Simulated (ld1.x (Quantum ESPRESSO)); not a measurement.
## Reading a pseudo-wave (Fe)

Columns: radius, all-electron u(r) and pseudo u(r) of the 3p shell (level -78.51 eV) of iron in the configuration [Ne] 3s2 3p6 3d6 4s0 4p0; PBE, scalar-relativistic, TM scheme, ld1.x (Quantum ESPRESSO) 7.5.

| r (bohr) | all-electron | pseudo |
| --- | --- | --- |
| 0.088 | 0.4883 | -0.0439 |
| 0.175 | 0.5637 | -0.1674 |
| 0.262 | 0.1956 | -0.3528 |
| 0.350 | -0.2854 | -0.5753 |
| 0.438 | -0.6912 | -0.7984 |
| 0.525 | -0.9639 | -0.9842 |
| 0.612 | -1.1125 | -1.1080 |
| 0.700 | -1.1630 | -1.1589 |
| 0.788 | -1.1434 | -1.1426 |
| 0.875 | -1.0809 | -1.0809 |
| 0.962 | -0.9942 | -0.9942 |
| 1.050 | -0.8957 | -0.8957 |
| 1.138 | -0.7950 | -0.7950 |
| 1.225 | -0.6987 | -0.6987 |
| 1.312 | -0.6088 | -0.6088 |
| 1.400 | -0.5260 | -0.5260 |
| 1.487 | -0.4526 | -0.4526 |
| 1.575 | -0.3869 | -0.3869 |
| 1.662 | -0.3301 | -0.3301 |
| 1.750 | -0.2802 | -0.2802 |
| 1.838 | -0.2371 | -0.2371 |
| 1.925 | -0.2005 | -0.2005 |
| 2.012 | -0.1693 | -0.1693 |
| 2.100 | -0.1423 | -0.1423 |
| 2.188 | -0.1194 | -0.1194 |
| 2.275 | -0.1003 | -0.1003 |

(1) How many radial nodes do the two functions have?

(2) At about which radius was the pseudo-wave matched?

(3) Is the pseudo-wave norm-conserving?

## Answers

(1) The all-electron 3p function has n − l − 1 = 1; the pseudo-wave has 0, since the states of the same l below it are removed with the core.

(2) 0.95 bohr, where the columns begin to agree (steps of 0.09 bohr).

(3) Yes: the TM scheme keeps the norm inside the radius equal to the all-electron one, which fixes the energy derivative of the logarithmic derivative at the level.
